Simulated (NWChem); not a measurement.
All runs are NWChem calculations. System: H3NOSn, charge 1, spin multiplicity 2, at the geometry of a parent with another charge or spin, in a state set for the comparison that need not be this species' ground state. Its SCF solution wasn't tested for a lower state.

Job file:

```
start mol
memory heap 200 mb stack 900 mb global 1100 mb
charge 1
geometry units angstroms nocenter noautoz noautosym
  Sn    -0.022243    -0.382617     0.000000
  O     -1.505209     0.965242     0.000000
  H     -1.226339     1.888457     0.000000
  N      1.499612     0.974313     0.000000
  H      1.401510     1.986024     0.000000
  H      2.481365     0.714263     0.000000
end
basis spherical
  * library x2c-svpall-2c
end
relativistic
  zora on
end
dft
  xc xpbe96 cpbe96
  odft
  mult 2
  semidirect memsize 60000000 filesize 0
  iterations 100
  grid fine
end
task sodft energy
```

The output up to the point where the run's verdict is printed (cleaned and shortened):

```
             Northwest Computational Chemistry Package (NWChem) 7.3.0
             --------------------------------------------------------

                                NWChem Input Module
                                -------------------

 Scaling coordinates for geometry "geometry" by  1.889725989
 (inverse scale =  0.529177249)

                             Geometry "geometry" -> ""
                             -------------------------

 Output coordinates in angstroms (scale by  1.889725989 to convert to a.u.)

  No.       Tag          Charge          X              Y              Z
 ---- ---------------- ---------- -------------- -------------- --------------
    1 Sn                  50.0000    -0.02224300    -0.38261700     0.00000000
    2 O                    8.0000    -1.50520900     0.96524200     0.00000000
    3 H                    1.0000    -1.22633900     1.88845700     0.00000000
    4 N                    7.0000     1.49961200     0.97431300     0.00000000
    5 H                    1.0000     1.40151000     1.98602400     0.00000000
    6 H                    1.0000     2.48136500     0.71426300     0.00000000

 Effective nuclear repulsion energy (a.u.)     251.9300034618

            Nuclear Dipole moment (a.u.)
            ----------------------------
        X                 Y               Z
 ---------------- ---------------- ----------------
    -0.0000037795     0.0000396842     0.0000000000


 Summary of "ao basis" -> "" (spherical)
 ------------------------------------------------------------------------------
       Tag                 Description            Shells   Functions and Types
 ---------------- ------------------------------  ------  ---------------------
 *                       x2c-svpall-2c                on all atoms

  pbe96 is a nonlocal functional; adding pw91lda local functional.

                                 NWChem DFT Module
                                 -----------------

 Summary of "ao basis" -> "ao basis" (spherical)
 ------------------------------------------------------------------------------
       Tag                 Description            Shells   Functions and Types
[...]
 d= 0,ls=0.5,diis    75  -6376.2262034356 -5.51D-05  4.39D-05  1.93D-03   115.9
                                                     6.80D-05  1.93D-03
 d= 0,ls=0.5,diis    76  -6376.2262940754 -9.06D-05  4.53D-05  1.80D-03   117.7
                                                     6.52D-05  1.80D-03
 d= 0,ls=0.5,diis    77  -6376.2263492815 -5.52D-05  4.33D-05  1.80D-03   119.0
                                                     6.43D-05  1.80D-03
 d= 0,ls=0.5,diis    78  -6376.2264202613 -7.10D-05  4.31D-05  1.71D-03   120.4
                                                     7.03D-05  1.71D-03
 d= 0,ls=0.5,diis    79  -6376.2265487941 -1.29D-04  7.57D-05  1.44D-03   121.7
                                                     1.08D-04  1.44D-03
 d= 0,ls=0.5,diis    80  -6376.2267958397 -2.47D-04  7.98D-05  8.21D-04   123.0
                                                     8.06D-05  8.21D-04
 d= 0,ls=0.5,diis    81  -6376.2267186995  7.71D-05  4.07D-05  1.27D-03   124.3
                                                     6.62D-05  1.27D-03
 d= 0,ls=0.5,diis    82  -6376.2268037462 -8.50D-05  4.24D-05  1.12D-03   125.6
                                                     7.10D-05  1.12D-03
 d= 0,ls=0.5,diis    83  -6376.2269143304 -1.11D-04  6.17D-05  8.91D-04   126.8
                                                     6.45D-05  8.91D-04
 d= 0,ls=0.5,diis    84  -6376.2268651810  4.91D-05  4.11D-05  1.20D-03   128.1
                                                     5.45D-05  1.20D-03
 d= 0,ls=0.5,diis    85  -6376.2268873428 -2.22D-05  3.83D-05  1.22D-03   129.4
                                                     5.36D-05  1.22D-03
 d= 0,ls=0.5,diis    86  -6376.2269199840 -3.26D-05  4.08D-05  1.22D-03   130.7
                                                     5.09D-05  1.22D-03
 d= 0,ls=0.5,diis    87  -6376.2269234516 -3.47D-06  3.94D-05  1.30D-03   132.0
                                                     4.93D-05  1.30D-03
 d= 0,ls=0.5,diis    88  -6376.2269292630 -5.81D-06  3.65D-05  1.38D-03   133.5
                                                     4.70D-05  1.38D-03
 d= 0,ls=0.5,diis    89  -6376.2269441481 -1.49D-05  4.59D-05  1.41D-03   134.9
                                                     6.88D-05  1.41D-03
 d= 0,ls=0.5,diis    90  -6376.2270812526 -1.37D-04  3.85D-05  1.05D-03   136.2
                                                     6.49D-05  1.05D-03
 d= 0,ls=0.5,diis    91  -6376.2271922142 -1.11D-04  6.10D-05  7.99D-04   137.5
                                                     8.56D-05  7.99D-04
 d= 0,ls=0.5,diis    92  -6376.2273389456 -1.47D-04  3.87D-05  4.68D-04   138.9
                                                     6.21D-05  4.68D-04
 d= 0,ls=0.5,diis    93  -6376.2273980255 -5.91D-05  4.73D-05  3.96D-04   140.2
                                                     5.67D-05  3.96D-04
 d= 0,ls=0.5,diis    94  -6376.2273961710  1.85D-06  5.69D-05  5.06D-04   141.5
                                                     5.72D-05  5.06D-04
 d= 0,ls=0.5,diis    95  -6376.2273544451  4.17D-05  3.23D-05  7.31D-04   142.8
                                                     4.69D-05  7.31D-04
 d= 0,ls=0.5,diis    96  -6376.2273765707 -2.21D-05  3.67D-05  7.20D-04   144.3
                                                     4.43D-05  7.20D-04
 d= 0,ls=0.5,diis    97  -6376.2273684422  8.13D-06  2.91D-05  8.14D-04   145.8
                                                     4.28D-05  8.14D-04
 d= 0,ls=0.5,diis    98  -6376.2273879552 -1.95D-05  2.66D-05  8.10D-04   147.2
                                                     4.19D-05  8.10D-04
 d= 0,ls=0.5,diis    99  -6376.2274206793 -3.27D-05  2.98D-05  7.59D-04   148.5
                                                     4.95D-05  7.59D-04
 d= 0,ls=0.5,diis   100  -6376.2274841201 -6.34D-05  2.85D-05  6.16D-04   149.8
                                                     4.93D-05  6.16D-04
```

The run did not converge; its last values are not results. The next line reads: Calculation failed to converge. NWChem stopped with the message: sodft energy failed.
